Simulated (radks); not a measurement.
Task: Radial electron density D(r) = 4 pi r^2 rho(r) of an atom or ion with 24 electrons. All-electron calculation, scalar-relativistic Kohn-Sham, PBE, spin-unpolarised, spherical densities, finite nucleus; Fermi nuclear charge, rms radius of each element as measured or else 0.836 A^(1/3) + 0.57 fm. Program: a radial shooting solver on a logarithmic mesh with Libxc functionals.

r (bohr)  D(r) (e/bohr)
0.009403          6.962
0.01244           10.45
0.01633           14.82
0.02144           19.86
0.02814           24.73
0.03723           28.13
0.04887           28.50
0.06414           25.91
0.08419           22.63
0.1114            22.47
0.1462            26.83
0.1919            31.22
0.2519            28.80
0.3333            19.00
0.4375            11.23
0.5743            11.08
0.7538            13.34
0.9973            11.26
1.309             6.413
1.718             2.882
2.255             1.377
2.984            0.7663
3.917            0.3953
5.141            0.1479
6.749           0.03539
8.929          0.004307
11.72         0.0002504

What is the nuclear charge?

Result: Z = 24. The innermost maximum, from 1s, lies near gamma/Z bohr with gamma = sqrt(1 - (Z/c)^2) = 0.985, here 0.041 bohr (found: 0.0440), and its height grows with Z. The density is that of neutral chromium in [Ar] 3d5 4s1; the configuration itself is not fixed sharply by these data, and Z only to about a unit. D(r) has 3 maxima, at r = 0.0440, 0.205, 0.778 bohr, and minima at 0.0980, 0.497 bohr, inside which lie 2.12, 10.54 electrons.
